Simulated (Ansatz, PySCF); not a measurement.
Pair of molecules: H2S (SMILES S) (first 3 atoms) with C3H6 (SMILES C=CC); geometry from B3LYP-D3(BJ)/def2-TZVP, rigid monomers moved along the line of their centres of mass till H2···C4 is 4.72 Å.
(charge 0, multiplicity 1):
```xyz
12

S      0.1223     0.4633     0.7293
H      0.6505     0.1531     1.9271
H      1.2451     0.1330     0.0720
C      1.0331    -0.1369     6.6222
C     -0.0650    -0.8762     6.5129
C     -1.4380    -0.3452     6.2530
H      0.9998     0.9434     6.5332
H      2.0012    -0.5828     6.8106
H      0.0189    -1.9554     6.6102
H     -2.1220    -0.6204     7.0606
H     -1.4363     0.7415     6.1596
H     -1.8519    -0.7695     5.3336
```

Interaction energies are E(AB) − E(A) − E(B) at the monomers' geometry in the complex; basis-set methods are counterpoise corrected.

Frozen-core correlation.

The values were computed with Ansatz (an electronic-structure program) with Gaussian orbitals; PySCF for the dispersion terms. Values without a source in brackets are computed.

PBE/def2-TZVPPD gives -0.24 kcal/mol for the interaction energy.

How do the other levels lie against it? Give each less PBE: PBE-D3(BJ)/def2-TZVPPD, r2SCAN/def2-TZVPPD, PBE0/def2-TZVPPD, wB97M-V/def2-TZVPPD, MP2/aug-cc-pV(D+d)Z, CCSD(T)/aug-cc-pV(D+d)Z.

PBE-D3(BJ)/def2-TZVPPD -0.16; r2SCAN/def2-TZVPPD 0.01; PBE0/def2-TZVPPD 0.00; wB97M-V/def2-TZVPPD -0.12; MP2/aug-cc-pV(D+d)Z -0.14; CCSD(T)/aug-cc-pV(D+d)Z -0.10 kcal/mol. 2 of 6 lie above PBE; the widest gap is to PBE-D3(BJ)/def2-TZVPPD.
